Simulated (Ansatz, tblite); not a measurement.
Adding an electron: the cluster Sn₄⁺. Charge 1, multiplicity 2. Geometry: B3LYP-D4/def2-SVP. Ansatz, gas phase; energy differences of separate SCF runs; the reduced species is a singlet (the triplet lies 0.97 eV higher at PBE0-D4/def2-TZVP).

```xyz
4

Sn    0.6661   -0.9563   -0.8741
Sn    1.6413   -0.5606    1.8635
Sn   -1.6411    0.5608   -1.8636
Sn   -0.6664    0.9561    0.8742
```

In the def2 sets Sn takes a core potential; there is no spin–orbit coupling. The xTB rows come from tblite. The structure comes from a short search, and lower isomers may exist.

Estimate orbital energies and vertical electron affinities at: GFN1-xTB; GFN2-xTB; PBE-D4/def2-TZVP; r2SCAN-D4/def2-TZVP; PBE0-D4/def2-TZVP.


```json
{"level": "GFN1-xTB", "−HOMO (eV)": "–", "−LUMO (eV)": "–", "vertical EA (eV)": "11.58", "HOMO–LUMO gap (eV)": "–"}
{"level": "GFN2-xTB", "−HOMO (eV)": "–", "−LUMO (eV)": "–", "vertical EA (eV)": "11.68", "HOMO–LUMO gap (eV)": "–"}
{"level": "PBE-D4/def2-TZVP", "−HOMO (eV)": "9.31", "−LUMO (eV)": "9.09", "vertical EA (eV)": "6.95", "HOMO–LUMO gap (eV)": "0.21"}
{"level": "r2SCAN-D4/def2-TZVP", "−HOMO (eV)": "9.50", "−LUMO (eV)": "8.92", "vertical EA (eV)": "6.99", "HOMO–LUMO gap (eV)": "0.58"}
{"level": "PBE0-D4/def2-TZVP", "−HOMO (eV)": "10.02", "−LUMO (eV)": "8.38", "vertical EA (eV)": "6.96", "HOMO–LUMO gap (eV)": "1.64"}
```

  HOMO and LUMO are the levels of the spin that leaves or enters (xTB has no such levels and no spin-polarisation term). Other spin states of the ions may lie lower, which would lower the ionisation energy or raise the affinity. Raw xTB energy differences between charge states are shifted by several eV; the methods need an empirical correction for them.
